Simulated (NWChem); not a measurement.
Everything below was run with NWChem. System: H$_{2}$ClNSn, charge 0, spin multiplicity 1, at a geometry optimised with PBE/def2-SVP with def2 effective core potentials on Sn. The structure started from a generated list of species. Level: PBE/def2-SVP with def2 effective core potentials on Sn.

The NWChem input:

```
start mol
memory heap 200 mb stack 900 mb global 1100 mb
geometry units angstroms nocenter noautoz
  Sn     0.450723    -0.380522     0.000000
  Cl    -1.904953     0.219598     0.000000
  N      1.059557     1.576231     0.000000
  H      2.032325     1.898345     0.000000
  H      0.398809     2.360958     0.000000
  symmetry group Cs
end
basis spherical
  * library def2-svp
end
ecp
  Sn library def2-ecp
end
dft
  xc xpbe96 cpbe96
  semidirect memsize 60000000 filesize 0
  iterations 100
end
task dft energy
```

Part of the output:

```
             Northwest Computational Chemistry Package (NWChem) 7.3.0
             --------------------------------------------------------

                                NWChem Input Module
                                -------------------

 Scaling coordinates for geometry "geometry" by  1.889725989
 (inverse scale =  0.529177249)

 Turning off AUTOSYM since
 SYMMETRY directive was detected!

                             Geometry "geometry" -> ""
                             -------------------------

 Output coordinates in angstroms (scale by  1.889725989 to convert to a.u.)

  No.       Tag          Charge          X              Y              Z
 ---- ---------------- ---------- -------------- -------------- --------------
    1 Sn                  50.0000     0.45072300    -0.38052200     0.00000000
    2 Cl                  17.0000    -1.90495300     0.21959800     0.00000000
    3 N                    7.0000     1.05955700     1.57623100     0.00000000
    4 H                    1.0000     2.03232500     1.89834500     0.00000000
    5 H                    1.0000     0.39880900     2.36095800     0.00000000

 Effective nuclear repulsion energy (a.u.)     326.4152330408

            Nuclear Dipole moment (a.u.)
            ----------------------------
        X                 Y               Z
 ---------------- ---------------- ----------------
    -0.0000340151    -0.0000264562     0.0000000000

      Symmetry information
      --------------------

 Group name             Cs
 Group number              2
 Group order               2
 No. of unique centers     5

      Symmetry unique atoms

     1    2    3    4    5


 Summary of "ao basis" -> "" (spherical)
 ------------------------------------------------------------------------------
       Tag                 Description            Shells   Functions and Types
 ---------------- ------------------------------  ------  ---------------------
 *                          def2-svp                  on all atoms

 Summary of "ao basis" -> "ao basis" (spherical)
 ------------------------------------------------------------------------------
       Tag                 Description            Shells   Functions and Types
 ---------------- ------------------------------  ------  ---------------------
 Sn                         def2-svp                10       26   4s4p2d
 Cl                         def2-svp                 8       18   4s3p1d
 N                          def2-svp                 6       14   3s2p1d
 H                          def2-svp                 3        5   2s1p

 Summary of "ao basis" -> "ao basis" (spherical)
 ------------------------------------------------------------------------------
       Tag                 Description            Shells   Functions and Types
 ---------------- ------------------------------  ------  ---------------------
 Sn                         def2-svp                10       26   4s4p2d
 Cl                         def2-svp                 8       18   4s3p1d
 N                          def2-svp                 6       14   3s2p1d
 H                          def2-svp                 3        5   2s1p

      Symmetry analysis of basis
      --------------------------

        a'         49
        a"         19

            General Information
            -------------------
          SCF calculation type: DFT
          Wavefunction type:  closed shell.
          No. of atoms     :     5
          No. of electrons :    48
           Alpha electrons :    24
[...]
 d= 0,ls=0.0,diis     5   -730.0790823543 -1.17D-02  4.11D-04  7.36D-04     1.2
  Resetting Diis
 d= 0,ls=0.0,diis     6   -730.0791590698 -7.67D-05  1.14D-04  5.89D-05     1.3
 d= 0,ls=0.0,diis     7   -730.0791663808 -7.31D-06  9.21D-05  3.60D-06     1.4
 d= 0,ls=0.0,diis     8   -730.0791632425  3.14D-06  5.67D-05  2.41D-05     1.5
 d= 0,ls=0.0,diis     9   -730.0791669899 -3.75D-06  1.56D-05  9.89D-07     1.6
 d= 0,ls=0.0,diis    10   -730.0791671386 -1.49D-07  4.08D-06  1.02D-07     1.7

         Total DFT energy =     -730.079167138559
      One electron energy =    -1410.050165698912
           Coulomb energy =      572.233532387388
    Exchange-Corr. energy =      -53.701596283852
 Nuclear repulsion energy =      161.439062456818

 Numeric. integr. density =       48.000005690281

     Total iterative time =      1.4s

                  Occupations of the irreducible representations
                  ----------------------------------------------

                     irrep           alpha         beta
                     --------     --------     --------
                     a'               18.0         18.0
                     a"                6.0          6.0

                       DFT Final Molecular Orbital Analysis
                       ------------------------------------

 Vector   22  Occ=2.000000D+00  E=-2.524621D-01  Symmetry=a'
              MO Center= -1.2D+00, -4.0D-02, -1.0D-15, r^2= 2.9D+00
   Bfn.  Coefficient  Atom+Function         Bfn.  Coefficient  Atom+Function
  ----- ------------  ---------------      ----- ------------  ---------------
    37      0.402304  2 Cl px                38      0.388417  2 Cl py
    34      0.294865  2 Cl px                35      0.283387  2 Cl py
     3     -0.271234  1 Sn s                 12      0.176086  1 Sn py
    31      0.173138  2 Cl px                32      0.167116  2 Cl py
     4     -0.161348  1 Sn s                 15      0.139222  1 Sn py

 Vector   23  Occ=2.000000D+00  E=-2.298514D-01  Symmetry=a'
              MO Center= -5.2D-01, -1.4D-02,  3.7D-15, r^2= 4.0D+00
   Bfn.  Coefficient  Atom+Function         Bfn.  Coefficient  Atom+Function
  ----- ------------  ---------------      ----- ------------  ---------------
    38      0.469867  2 Cl py                 3      0.402013  1 Sn s
    35      0.334316  2 Cl py                 4      0.264329  1 Sn s
    47     -0.231107  3 N  s                 12     -0.205721  1 Sn py
    49     -0.199613  3 N  py                32      0.196333  2 Cl py
     2     -0.160042  1 Sn s                 37     -0.138058  2 Cl px

 Vector   24  Occ=2.000000D+00  E=-2.200943D-01  Symmetry=a"
              MO Center=  5.5D-01,  1.2D+00,  6.7D-15, r^2= 2.6D+00
   Bfn.  Coefficient  Atom+Function         Bfn.  Coefficient  Atom+Function
  ----- ------------  ---------------      ----- ------------  ---------------
    50      0.512258  3 N  pz                53     -0.433377  3 N  pz
    39      0.286755  2 Cl pz                36      0.198221  2 Cl pz
    13     -0.149765  1 Sn pz                16     -0.119394  1 Sn pz
    33      0.116583  2 Cl pz                18      0.057280  1 Sn d -1
    10      0.050492  1 Sn pz                 7      0.047011  1 Sn pz

 Vector   25  Occ=0.000000D+00  E=-9.658810D-02  Symmetry=a"
              MO Center=  4.3D-01, -1.7D-01, -1.0D-13, r^2= 3.7D+00
   Bfn.  Coefficient  Atom+Function         Bfn.  Coefficient  Atom+Function
  ----- ------------  ---------------      ----- ------------  ---------------
    13      0.557835  1 Sn pz                16      0.538453  1 Sn pz
    53     -0.273416  3 N  pz                50      0.267424  3 N  pz
    39     -0.221229  2 Cl pz                10     -0.168625  1 Sn pz
     7     -0.156479  1 Sn pz                36     -0.133441  2 Cl pz
    33     -0.077093  2 Cl pz                18      0.042167  1 Sn d -1

 Vector   26  Occ=0.000000D+00  E=-4.042273D-02  Symmetry=a'
              MO Center=  4.3D-01, -3.7D-01, -1.2D-15, r^2= 4.5D+00
   Bfn.  Coefficient  Atom+Function         Bfn.  Coefficient  Atom+Function
  ----- ------------  ---------------      ----- ------------  ---------------
    14      0.781927  1 Sn px                11      0.472838  1 Sn px
    37      0.371611  2 Cl px                30      0.331434  2 Cl s
    47     -0.323599  3 N  s                  3     -0.255463  1 Sn s
    65      0.195590  5 H  s                 38     -0.192350  2 Cl py
    34      0.182604  2 Cl px                 8     -0.148340  1 Sn px

 Vector   27  Occ=0.000000D+00  E=-2.411248D-03  Symmetry=a'
              MO Center=  5.9D-01,  2.6D-01, -4.9D-15, r^2= 5.6D+00
   Bfn.  Coefficient  Atom+Function         Bfn.  Coefficient  Atom+Function
  ----- ------------  ---------------      ----- ------------  ---------------
    47      0.943425  3 N  s                 15     -0.788915  1 Sn py
    60     -0.481078  4 H  s                  3     -0.346380  1 Sn s
    12     -0.338077  1 Sn py                37      0.283122  2 Cl px
    46      0.243044  3 N  s                  4     -0.220762  1 Sn s
    65     -0.199309  5 H  s                 30      0.183674  2 Cl s

 center of mass
 --------------
 x =   0.04267811 y =  -0.12107130 z =   0.00000000

 moments of inertia (a.u.)
 ------------------
         221.781777518589          22.788642514697           0.000000000000
          22.788642514697         609.959143006212           0.000000000000
           0.000000000000           0.000000000000         831.740920524801

     Multipole analysis of the density
     ---------------------------------

     L   x y z        total         alpha         beta         nuclear
     -   - - -        -----         -----         ----         -------
     0   0 0 0      0.000000    -24.000000    -24.000000     48.000000

     1   1 0 0      1.220523     12.534680     12.534680    -23.848837
     1   0 1 0      0.154722     -9.989778     -9.989778     20.134278
     1   0 0 1     -0.000000     -0.000000     -0.000000      0.000000

     2   2 0 0    -33.228158   -156.435047   -156.435047    279.641935
     2   1 1 0      1.384331     -9.316894     -9.316894     20.018120
     2   1 0 1      0.000000      0.000000      0.000000      0.000000
     2   0 2 0    -29.605664    -69.394933    -69.394933    109.184203
     2   0 1 1      0.000000      0.000000      0.000000      0.000000
     2   0 0 2    -31.552782    -15.776391    -15.776391      0.000000

 Task  times  cpu:        1.7s     wall:        1.7s

 Total times  cpu:        1.7s     wall:        1.7s
```
